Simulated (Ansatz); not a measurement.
Ga7P7H20⁺, a nanocrystal cut from zinc blende GaP (hydrogen-capped). Charge 1, multiplicity 2. Geometry PBE-D4/def2-SVP; atoms count from 1.

Cartesian coordinates in Å:
```
Ga 2.9887 2.0035 1.2779
Ga -2.4180 0.1566 -2.9679
Ga -0.8922 2.1290 0.4650
Ga 1.6132 -0.2279 -1.7008
Ga 2.3019 -2.2381 1.6762
Ga -1.3603 -1.9478 0.5456
Ga 0.0539 -0.1243 3.6194
P -0.0861 -0.1279 -3.4428
P 1.2685 1.7429 -0.4297
P 2.2897 0.0643 2.5789
P -2.3731 2.0235 -1.4657
P -2.7602 -1.6353 -1.4124
P -1.3598 0.1382 1.6835
P 0.8782 -1.9671 -0.2511
H 2.6310 3.2575 2.1552
H 4.3760 1.6178 0.6483
H -3.3957 0.2365 -4.1862
H -1.1264 3.4726 1.2377
H 3.0249 -0.4327 -2.3509
H 3.8258 -1.9491 1.2698
H 1.7614 -3.3405 2.6472
H -1.8332 -3.1997 1.3608
H 0.3583 1.3102 4.2676
H -0.2256 -1.4729 4.3635
H 0.2641 0.8960 -4.3779
H 0.0221 -1.2556 -4.3159
H 1.4808 2.8166 -1.3526
H 3.1578 -0.0550 3.7126
H -2.1716 3.1872 -2.2724
H -3.7267 2.2706 -1.0751
H -4.1321 -1.5910 -1.0120
H -2.7986 -2.8492 -2.1671
H -2.6712 0.2885 2.2370
H 1.0345 -3.1973 -0.9658
```

Single mean-field runs in def2-TZVP are fitted with def2-universal-jkfit.

Problem. Estimate the Mulliken populations of the heavy atoms from the PBE0/def2-TZVP orbitals of Ansatz.

Solution. 
| atom | charge (e) | spin (α − β) |
| --- | --- | --- |
| Ga1 | 0.22 | -0.01 |
| Ga2 | 0.29 | 0.00 |
| Ga3 | 0.30 | 0.00 |
| Ga4 | 0.30 | 0.00 |
| Ga5 | 0.21 | 0.06 |
| Ga6 | 0.29 | 0.00 |
| Ga7 | 0.21 | 0.06 |
| P8 | -0.27 | 0.00 |
| P9 | -0.40 | 0.00 |
| P10 | -0.28 | 0.60 |
| P11 | -0.27 | 0.00 |
| P12 | -0.27 | 0.00 |
| P13 | -0.40 | 0.00 |
| P14 | -0.40 | 0.00 |
Mulliken values depend strongly on the basis.

Problem. Where does the spin sit?

Solution. Summed by element: Ga 0.11, P 0.59, H 0.30, of 1 unpaired in all. Largest on single atoms: P10 0.60, H20 0.15, H23 0.15.

Problem. And the Mayer bond orders between heavy atoms (over 0.3)?

Solution. Ga1–P9 0.64 (2.44 Å); Ga1–P10 0.62 (2.44 Å); Ga2–P8 0.75 (2.40 Å); Ga2–P11 0.75 (2.40 Å); Ga2–P12 0.74 (2.40 Å); Ga3–P9 0.80 (2.37 Å); Ga3–P11 0.66 (2.44 Å); Ga3–P13 0.76 (2.38 Å); Ga4–P8 0.66 (2.44 Å); Ga4–P9 0.80 (2.37 Å); Ga4–P14 0.76 (2.38 Å); Ga5–P10 0.60 (2.47 Å); Ga5–P14 0.71 (2.41 Å); Ga6–P12 0.67 (2.43 Å); Ga6–P13 0.78 (2.38 Å); Ga6–P14 0.78 (2.38 Å); Ga7–P10 0.60 (2.47 Å); Ga7–P13 0.71 (2.41 Å).
